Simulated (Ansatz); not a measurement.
ClFHO$_{2}$V (`[O]=[V]([OH])([F])[Cl]`) at its PBE0-D4/def2-TZVP geometry, where that method's forces vanish. The species carries charge 0 and has multiplicity 1.

| atom | x (Å) | y (Å) | z (Å) |
| --- | --- | --- | --- |
| O1 | -0.905 | -1.189 | -0.632 |
| V2 | -0.347 | 0.016 | 0.158 |
| O3 | 1.193 | 0.449 | -0.523 |
| F4 | -1.446 | 1.335 | 0.035 |
| Cl5 | -0.097 | -0.571 | 2.207 |
| H6 | 1.602 | -0.040 | -1.244 |

For each bond, give half the difference of the two atoms' forces along it (eV/Å; positive pushes the atoms apart) under PBE-D4, r2SCAN-D4, B3LYP-D4, ωB97M-V in def2-TZVPP. (An estimate is asked.)

Computed: 
```json
{"bond": "O1–V2", "length (Å)": "1.545", "PBE-D4": "1.49", "r2SCAN-D4": "0.95", "B3LYP-D4": "0.61", "ωB97M-V": "-0.37"}
{"bond": "V2–O3", "length (Å)": "1.738", "PBE-D4": "0.25", "r2SCAN-D4": "0.18", "B3LYP-D4": "0.21", "ωB97M-V": "0.08"}
{"bond": "V2–F4", "length (Å)": "1.722", "PBE-D4": "0.27", "r2SCAN-D4": "0.06", "B3LYP-D4": "0.21", "ωB97M-V": "0.18"}
{"bond": "V2–Cl5", "length (Å)": "2.146", "PBE-D4": "-0.15", "r2SCAN-D4": "-0.09", "B3LYP-D4": "0.05", "ωB97M-V": "0.15"}
{"bond": "O3–H6", "length (Å)": "0.963", "PBE-D4": "0.22", "r2SCAN-D4": "-0.08", "B3LYP-D4": "-0.10", "ωB97M-V": "-0.07"}
```

B3LYP here is the variant with VWN-RPA as its local correlation; programs differ in this.
